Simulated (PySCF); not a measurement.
## Shapes and spin states of Hg₂O

All numbers come from PBE0/[O def2-TZVP, Hg def2-TZVP with ECP60], scalar-relativistic core potentials, density fitting, no spin–orbit coupling, PySCF.

Relaxations began from a few typed shapes and spin states; open shells are unrestricted. The search is not exhaustive: other isomers or separated fragments can lie lower, and high-lying points may rest on an excited occupation.

Which is the lowest minimum found?
A. triplet C2v: O–Hg 2.193 Å (×2); Hg–O–Hg 105.3°
B. singlet D∞h: O–Hg 2.043 Å (×2); Hg–O–Hg 180.0°
C. triplet D∞h: O–Hg 2.022 Å (×2); Hg–O–Hg 180.0°

B. The others lie at 0.7 (triplet C2v), 107.3 (triplet D∞h, a saddle point) kJ/mol above it.

For the lowest minimum: spin–orbit coupling, left out here, can matter for elements this heavy.
